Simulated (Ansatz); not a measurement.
(MgS)2 ring (Mg₂S₂), relaxed as a singlet with RKS PBE-D4/def2-TZVP in Ansatz, starting from the GFN2-xTB geometry. Force threshold 0.02 eV/Å.

Start:

```
atom   x (Å)   y (Å)   z (Å)
 Mg1  -0.794   0.956   0.706
  S2  -0.935  -1.379   0.815
 Mg3   0.794  -0.956  -0.707
  S4   0.935   1.379  -0.814
```

(1) Estimate the energy that the relaxation releases and the steps that it takes.

(2) Does the start keep its bonding and symmetry?

(3) Predict the relaxed structure.

## Answers

(1) 3.2 kcal/mol, in 5 steps; 4.5 s on 4 threads of Arm Neoverse V1 on a shared host. No frequencies were taken in this run, so the end may be a saddle point.

(2) By distances, no bond broke or formed. The bond that changes most is S2–Mg3, from 2.34 to 2.33 Å (atoms count from 1). Point group D2h at the start, D2h at the end, both within 0.05 Å.

(3) 
```xyz
4

Mg   -0.731    0.880    0.651
S    -0.968   -1.427    0.843
Mg    0.731   -0.880   -0.651
S     0.968    1.427   -0.843
```
Bond lengths (bridged metal pairs left out): 4 × Mg–S 2.33 Å.
